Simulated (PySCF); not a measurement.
B3LYP on Eu (europium, neutral), [Xe] 4f6 6s2 6p1, one real determinant (an excited configuration). All numbers are calculated (PySCF 2.14, the spin-free X2C one-electron Hamiltonian (Gaussian nucleus), in cc-pVDZ-X2C (8s7p5d3f1g, 84 functions)).

```
cycle= 1 E= -10843.5342887336  delta_E= -0.0162  |g|= 0.113  |ddm|= 0.687
cycle= 2 E= -10843.5356875931  delta_E= -0.0014  |g|= 0.118  |ddm|=  0.3
cycle= 3 E= -10843.5384027112  delta_E= -0.00272  |g|= 0.011  |ddm|= 0.132
cycle= 4 E= -10843.5396146409  delta_E= -0.00121  |g|= 0.00868  |ddm|= 0.199
cycle= 5 E= -10843.5406203174  delta_E= -0.00101  |g|= 0.00692  |ddm|= 0.242
cycle= 6 E= -10843.5409062406  delta_E= -0.000286  |g|= 0.00248  |ddm|= 0.187
cycle= 7 E= -10843.5409755202  delta_E= -6.93e-05  |g|= 0.000971  |ddm|= 0.106
cycle= 8 E= -10843.5409759814  delta_E= -4.61e-07  |g|= 0.000621  |ddm|= 0.037
cycle= 9 E= -10843.5409801185  delta_E= -4.14e-06  |g|= 0.000315  |ddm|= 0.0167
cycle= 10 E= -10843.5409810958  delta_E= -9.77e-07  |g|= 4.86e-05  |ddm|= 0.0103
cycle= 11 E= -10843.5409811058  delta_E= -1e-08  |g|= 1.09e-05  |ddm|= 0.00155
cycle= 12 E= -10843.540981107  delta_E= -1.17e-09  |g|= 7.45e-07  |ddm|= 0.000352
cycle= 13 E= -10843.540981107  delta_E= 5.46e-12  |g|= 1.34e-07  |ddm|= 1.73e-05
converged SCF energy = -10843.540981107  <S^2> = 16.264897  2S+1 = 8.1277049
```

Highest occupied orbital energy: -2.826 eV; ⟨L²⟩ = 15.84; populations by l: s 11.69, p 25.00, d 20.31, f 6.00.

Q: Can this result be used?

A: Not for this state. Self-consistency was reached. ⟨L²⟩ = 15.84 against 20 for a pure G term, so this real determinant mixes terms. Spin-orbit coupling, absent here, splits the open shell strongly. ⟨S²⟩ = 16.26 against 15.75 shows spin contamination. The s, p, d and f populations moved away from the nominal configuration during the SCF.
